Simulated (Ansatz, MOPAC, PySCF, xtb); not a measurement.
Dimer: N2 (SMILES N#N) (first 2 atoms) with PH3 (SMILES P); geometry from B3LYP-D3(BJ)/def2-TZVP, rigid monomers moved along the line of their centres of mass till N2···H6 is 2.95 Å.
(charge 0, multiplicity 1):
```xyz
6

N      0.6469    -0.2110    -0.5113
N     -0.3349     0.2639    -0.4876
P      0.0353     0.1013     3.2190
H      1.1304     0.6261     2.4857
H      0.0269    -1.1173     2.4928
H     -0.9283     0.7077     2.3728
```

Counterpoise-corrected where a basis set is named; no monomer relaxation. Rows marked so take none.

Correlated levels freeze the cores. CBS: X⁻³ extrapolation of the correlation energy, Hartree–Fock from the larger set. Rows in 3-21G carry no dispersion term and start afresh at each structure. The state that PM3 reach isn't checked.

Run with Ansatz (Gaussian orbitals); MOPAC for PM3 (differences of heats of formation); PySCF for 3-21G rows, the dispersion terms; xtb for the GFN methods. Each number belongs to the level named beside it.

```tsv
level	interaction energy (kJ/mol)
GFN-FF	-2.3
PM3	16.9
GFN2-xTB	-4.0
HF/3-21G (no counterpoise)	1.9
r2SCAN-D3(BJ)/def2-TZVPPD	-0.5
PBE0-D3(BJ)/def2-TZVPPD	…
wB97M-V/def2-TZVPPD	-0.2
SCS-MP2/aug-cc-pV(T+d)Z	…
CCSD(T)/CBS(aug-cc-pV(D+d)Z, aug-cc-pV(T+d)Z)	-0.5
```

**Question.** Some entries are withheld; supply them.

**Answer.** 
- PBE0-D3(BJ)/def2-TZVPPD, interaction energy (kJ/mol): -1.0
- SCS-MP2/aug-cc-pV(T+d)Z, interaction energy (kJ/mol): 0.7

Ansatz is a quantum-chemistry and plane-wave program.
